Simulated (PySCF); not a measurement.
Compound: C2H8FGaO.
Bonds: C1–O2, O2–C3, O2–Ga4, Ga4–F5. Hydrogens: H6, H7, H8 on C1; H9, H10, H11 on C3; H12, H13 on Ga4.

Computed, not measured: TDDFT B3LYP/def2-SVPD, vertical, gas phase, core orbitals frozen in the response (PySCF 2.14.0, density-fitted response routines). One conformer (not necessarily the lowest) at the PBE0-D3(BJ)/def2-SVP geometry, without solvent, vibrations or thermal averaging. Relativistic effects, spin–orbit coupling among them, are left out although an element past zinc is present. Torsions of this conformer, `[CH3:1][O+:2]([CH3:3])[GaH2-:4][F:5]`: C1–O2–Ga4–F5 -164°.

Computed states:

```csv
state,E (eV),f
S1,6.51,0.0050
S2,6.99,0.079
S3,7.24,0.0000
S4,7.71,0.0012
S5,7.86,0.097
S6,8.12,0.021
S7,8.16,0.052
S8,8.24,0.023
S9,8.41,0.043
S10,8.44,0.051
```

Broadening: Gaussians 0.5 eV wide at half height, area fixed by f = 4.319×10⁻⁹ ∫ε dν̃. The width is an assumption, not a result. The curve ends short of the highest state used, and states not computed would add to its high-energy end.

Question: What does the envelope look like, and where are its maxima?

Answer: 
| λ (nm) | ε (L mol⁻¹ cm⁻¹) |
| --- | --- |
| 158.2 | 6884 |
| 160.7 | 4719 |
| 163.1 | 2709 |
| 165.6 | 1422 |
| 168.1 | 1217 |
| 170.6 | 1929 |
| 173.0 | 3045 |
| 175.5 | 4012 |
| 178.0 | 4242 |
| 180.5 | 3663 |
| 182.9 | 2697 |
| 185.4 | 1718 |
| 187.9 | 1015 |
| 190.4 | 601 |
| 192.8 | 379 |
| 195.3 | 242 |
| 197.8 | 151 |
| 200.3 | 88 |
| 202.8 | 47 |
| 205.2 | 23 |
| 207.7 | 10 |
| 210.2 | 4 |
| 212.7 | 1 |
| 215.1 | 1 |

Maxima: 177 nm (6.99 eV), ε about 4300, made up of S2 (99%) (ε in L mol⁻¹ cm⁻¹; maxima over ε = 5, shares over 10%). At its high-energy end, 7.84 eV, the curve is still rising (ε about 6900, from S5 and S7).

Question: Coming from long wavelengths, where does ε first pass 100 L mol⁻¹ cm⁻¹?

Answer: At about 200 nm (6.21 eV), 0.30 eV below S1.

Question: What would ε be at 6.99 eV, the highest of these maxima, with half the width (0.25 eV)?

Answer: About 8490 L mol⁻¹ cm⁻¹ against 4270, a factor of about 1.99; a lone state at its own centre would give exactly 2.

Question: On this curve, what absorbance would a 10⁻⁴ mol/L sample give at 193 nm over a 1 cm path?

Answer: 193 nm is 6.424 eV, where ε is about 370 L mol⁻¹ cm⁻¹, so A = ε c l ≈ 0.037 (Beer–Lambert, with the gas-phase spectrum and the assumed width).

All these states lie below the vertical ionisation energy of 9.99 eV (ΔSCF).
